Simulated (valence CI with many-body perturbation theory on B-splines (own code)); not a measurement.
**Energy levels of V⁷⁺**

Computed by configuration interaction combined with many-body perturbation theory (CI+MBPT): six valence electrons over a frozen Dirac-Fock core [Ne], a basis of 9 s, 9 p, 8 d, 6 f, 3 g, 1 h functions for each j, with the one-electron correlation potential Σ1 (screened to all orders), the two-electron term Σ2, the three-electron term Σ3, Breit, model QED; selected single and double excitations, second order for the rest, scaled by the run's own slope (own B-spline code, finite nucleus).

Set against measurement, 8 paired levels are off by 125 cm⁻¹ on average, the worst by 342. These come from a selection out of Sugar and Corliss, J. Phys. Chem. Ref. Data 7, 1191 (1978). Levels without a partner in it may be off by more. Among the levels kept, up to 830 cm⁻¹ of a level comes from second order outside the variational space, and about a tenth of that is noise between levels of different J, which matters for small intervals.

Levels 1 to 35 of 35, with energies above the lowest level, 3s2 3p4 3P_2. "Leading %" is the weight of the configuration and term that name the level; weights of strongly mixed levels are sums over their largest components and can fall short. In the jj column 3d3/2^4 stands for four electrons in 3d with j = 3/2.

| No. | Configuration | Term | J | E (cm⁻¹) | Leading % | Leading jj | g | Second component |
| --- | --- | --- | --- | --- | --- | --- | --- | --- |
| 1 | 3s2 3p4 | 3P | 2 | 0 | 94 | 3s^2 3p1/2^2 3p3/2^2 (76 %) | 1.490 |  |
| 2 | 3s2 3p4 | 3P | 1 | 6014 | 96 | 3s^2 3p1/2 3p3/2^3 (96 %) | 1.501 |  |
| 3 | 3s2 3p4 | 3P | 0 | 7610 | 94 | 3s^2 3p3/2^4 (50 %) |  |  |
| 4 | 3s2 3p4 | 1D | 2 | 27229 | 94 | 3s^2 3p1/2 3p3/2^3 (76 %) | 1.010 |  |
| 5 | 3s2 3p4 | 1S | 0 | 60983 | 92 | 3s^2 3p1/2^2 3p3/2^2 (49 %) |  |  |
| 6 | 3s 3p5 | 3P° | 2 | 217340 | 78 | 3s 3p1/2^2 3p3/2^3 (78 %) | 1.501 | 18 % 3s2 3p3 3d 3P° |
| 7 | 3s 3p5 | 3P° | 1 | 222270 | 78 | 3s 3p1/2 3p3/2^4 (48 %) | 1.498 | 18 % 3s2 3p3 3d 3P° |
| 8 | 3s 3p5 | 3P° | 0 | 225090 | 78 | 3s 3p1/2 3p3/2^4 (78 %) |  | 19 % 3s2 3p3 3d 3P° |
| 9 | 3s 3p5 | 1P° | 1 | 278230 | 55 | 3s 3p1/2^2 3p3/2^3 (33 %) | 1.001 | 41 % 3s2 3p3 3d 1P° |
| 10 | 3s2 3p3 3d | 5D° | 0 | 297960 | 96 | 3s^2 3p1/2 3p3/2^2 3d3/2 (51 %) |  |  |
| 11 | 3s2 3p3 3d | 5D° | 1 | 298030 | 96 | 3s^2 3p1/2 3p3/2^2 3d3/2 (49 %) | 1.499 |  |
| 12 | 3s2 3p3 3d | 5D° | 2 | 298140 | 96 | 3s^2 3p1/2 3p3/2^2 3d3/2 (38 %) | 1.498 |  |
| 13 | 3s2 3p3 3d | 5D° | 3 | 298310 | 96 | 3s^2 3p1/2 3p3/2^2 3d5/2 (27 %) | 1.498 |  |
| 14 | 3s2 3p3 3d | 5D° | 4 | 298640 | 96 | 3s^2 3p1/2 3p3/2^2 3d5/2 (54 %) | 1.498 |  |
| 15 | 3s2 3p3 3d | 3D° | 2 | 319420 | 89 | 3s^2 3p1/2^2 3p3/2 3d5/2 (35 %) | 1.139 |  |
| 16 | 3s2 3p3 3d | 3D° | 3 | 319940 | 93 | 3s^2 3p1/2 3p3/2^2 3d5/2 (66 %) | 1.327 |  |
| 17 | 3s2 3p3 3d | 3D° | 1 | 320730 | 96 | 3s^2 3p1/2 3p3/2^2 3d5/2 (47 %) | 0.501 |  |
| 18 | 3s2 3p3 3d | 3F° | 2 | 326940 | 90 | 3s^2 3p1/2 3p3/2^2 3d3/2 (60 %) | 0.697 | 6 % 3s2 3p3 3d 3D° |
| 19 | 3s2 3p3 3d | 1S° | 0 | 327580 | 95 | 3s^2 3p1/2 3p3/2^2 3d5/2 (54 %) |  |  |
| 20 | 3s2 3p3 3d | 3F° | 3 | 328720 | 92 | 3s^2 3p1/2 3p3/2^2 3d3/2 (50 %) | 1.089 |  |
| 21 | 3s2 3p3 3d | 3F° | 4 | 330950 | 94 | 3s^2 3p1/2 3p3/2^2 3d5/2 (67 %) | 1.248 |  |
| 22 | 3s2 3p3 3d | 3G° | 3 | 347680 | 94 | 3s^2 3p1/2 3p3/2^2 3d3/2 (38 %) | 0.758 |  |
| 23 | 3s2 3p3 3d | 3G° | 4 | 348250 | 93 | 3s^2 3p1/2 3p3/2^2 3d3/2 (41 %) | 1.056 |  |
| 24 | 3s2 3p3 3d | 3G° | 5 | 349060 | 96 | 3s^2 3p1/2 3p3/2^2 3d5/2 (96 %) | 1.200 |  |
| 25 | 3s2 3p3 3d | 1G° | 4 | 355840 | 92 | 3s^2 3p1/2 3p3/2^2 3d3/2 (44 %) | 1.010 |  |
| 26 | 3s2 3p3 3d | 1D° | 2 | 360570 | 92 | 3s^2 3p1/2 3p3/2^2 3d3/2 (28 %) | 1.000 |  |
| 27 | 3s2 3p3 3d | 3F° | 4 | 374710 | 89 | 3s^2 3p3/2^3 3d5/2 (49 %) | 1.237 |  |
| 28 | 3s2 3p3 3d | 3F° | 3 | 374880 | 92 | 3s^2 3p1/2 3p3/2^2 3d5/2 (39 %) | 1.081 |  |
| 29 | 3s2 3p3 3d | 3P° | 0 | 375140 | 94 | 3s^2 3p1/2^2 3p3/2 3d3/2 (54 %) |  |  |
| 30 | 3s2 3p3 3d | 3F° | 2 | 375760 | 90 | 3s^2 3p1/2 3p3/2^2 3d3/2 (60 %) | 0.692 |  |
| 31 | 3s2 3p3 3d | 3D° | 1 | 375830 | 92 | 3s^2 3p1/2^2 3p3/2 3d3/2 (44 %) | 0.535 |  |
| 32 | 3s2 3p3 3d | 3P° | 1 | 376630 | 90 | 3s^2 3p1/2^2 3p3/2 3d5/2 (34 %) | 1.465 |  |
| 33 | 3s2 3p3 3d | 3D° | 2 | 379320 | 88 | 3s^2 3p1/2 3p3/2^2 3d5/2 (32 %) | 1.159 |  |
| 34 | 3s2 3p3 3d | 3P° | 2 | 380890 | 89 | 3s^2 3p1/2 3p3/2^2 3d5/2 (50 %) | 1.481 |  |
| 35 | 3s2 3p3 3d | 3D° | 3 | 383620 | 92 | 3s^2 3p3/2^3 3d5/2 (41 %) | 1.325 |  |

Names give the largest LS component (configuration and term), which can be under half, so a name can repeat, a term be missing and a line seem to break the LS rules; names also repeat where a configuration has a term twice.

The ionisation energy to 3s2 3p3 4S°_3/2 of the next ion comes out as 173.62 eV (NIST: 173.55 ± 0.21 eV (semi-empirical)). All 35 levels together are meant to be complete up to 389420 cm⁻¹.
